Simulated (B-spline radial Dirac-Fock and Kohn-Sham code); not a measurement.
**Compton profile of Xe⁴⁶⁺**

System: the Xe⁴⁶⁺ ion, configuration [He] 2s2 2p4.

Input file task.json (cfg lists n, l and occupation; rrms is the nuclear radius in fm):

```json
{"items": [{
  "Z": 54,
  "q": 46,
  "cfg": [[1, 0, 2], [2, 0, 2], [2, 1, 4]],
  "A": 132,
  "rrms": 4.7859,
  "do": ["scatter"],
  "s": [0.0, 0.05, 0.1, 0.15, 0.2, 0.25, 0.3, 0.35, 0.4, 0.45, 0.5, 0.6, 0.7, 0.8, 0.9, 1.0, 1.1, 1.2, 1.4, 1.6, 1.8, 2.0, 2.5, 3.0, 3.5, 4.0, 5.0, 6.0],
  "pz": [0, 0.1, 0.2, 0.3, 0.4, 0.5, 0.6, 0.8, 1.0, 1.2, 1.4, 1.6, 1.8, 2.0, 2.5, 3.0, 4.0, 5.0, 7.0, 10.0, 15.0, 20.0, 30.0, 40.0, 60.0, 100.0],
  "hv_scatter": [5000, 8047.8, 17479.3, 50000, 100000, 200000, 500000, 1000000]
}]}
```

Launch: `python xray_run.py task.json out`

Model: the impulse approximation on Dirac-Fock orbitals of the configuration average with a finite nucleus. Program: an atomic code on a B-spline grid. pz is in atomic units of momentum; subshell profiles are per electron, for a selection of subshells; open shells are spread over both j values by their weights.

| pz | J total | J 1s1/2 | J 2s1/2 | J 2p1/2 | J 2p3/2 |
| --- | --- | --- | --- | --- | --- |
| 4 | 0.2198 | 0.0147 | 0.0431 | 0.0253 | 0.0265 |
| 5 | 0.2111 | 0.0145 | 0.0393 | 0.0251 | 0.0263 |
| 7 | 0.1902 | 0.0142 | 0.0307 | 0.0244 | 0.0254 |
| 10 | 0.1549 | 0.0135 | 0.0185 | 0.0223 | 0.0229 |
| 15 | 0.1014 | 0.0121 | 0.00600 | 0.0164 | 0.0163 |
| 20 | 0.06454 | 0.0103 | 0.00201 | 0.0103 | 0.00980 |
| 30 | 0.02849 | 0.00699 | 0.00135 | 0.00323 | 0.00281 |
| 40 | 0.01428 | 0.00439 | 0.00106 | 0.000981 | 0.000777 |
| 60 | 0.004359 | 0.00162 | 0.000370 | 0.000121 | 8.01e-05 |
| 100 | 0.0006477 | 0.000268 | 4.81e-05 | 6.13e-06 | 2.87e-06 |

Q: What is the peak value J(0), and which subshell contributes most to it?

A: J(0) = 0.2367. The 2s1/2 subshell gives the largest part, 43 %.

Mean momentum ⟨p⟩ by subshell (a.u.): 1s1/2 50.4, 2s1/2 18.6, 2p1/2 24.7, 2p3/2 23.3.

Values without a named source are computed, but for edge energies of neutral atoms, which are taken from tables.
